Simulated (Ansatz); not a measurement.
Two isomers of C4H8Si: A = `C#CCC[SiH3]`, B = `CCC1=C[SiH2]1`.

Program: Ansatz. Geometries: PBE0-D4/def2-TZVP. ΔE: electronic, gas phase. CCSD(T)/CBS adds triple-zeta CCSD(T) − MP2 to the extrapolated MP2 energy (def2 sets, frozen cores). DFT in def2-TZVPP. B3LYP here is the variant with VWN-RPA as its local correlation; programs differ in this. One conformer a species, not always the lowest.

Which is lower in electronic energy at CCSD(T)/CBS, and by how much? (An estimate is asked.)

Computed: B, by 2.7 kcal/mol.

Give E(B) − E(A) in kcal/mol with ωB97M-V, B3LYP, B3LYP-D4, r2SCAN-D4, HF/def2-TZVPP, CCSD(T)/def2-TZVPP, B2PLYP. (An estimate is asked.)

The calculation gave: ωB97M-V -4.4, B3LYP -2.2, B3LYP-D4 -2.8, r2SCAN-D4 -7.0, HF/def2-TZVPP 1.8, CCSD(T)/def2-TZVPP -2.3, B2PLYP -1.8. The order is the other way round with HF/def2-TZVPP.

Largest T1 diagnostic: 0.011.

In def2-TZVPP, CCSD(T) changes the Hartree–Fock value by −4.1 kcal/mol (the triples alone add −0.6 kcal/mol) and MP2 by −4.4 kcal/mol.
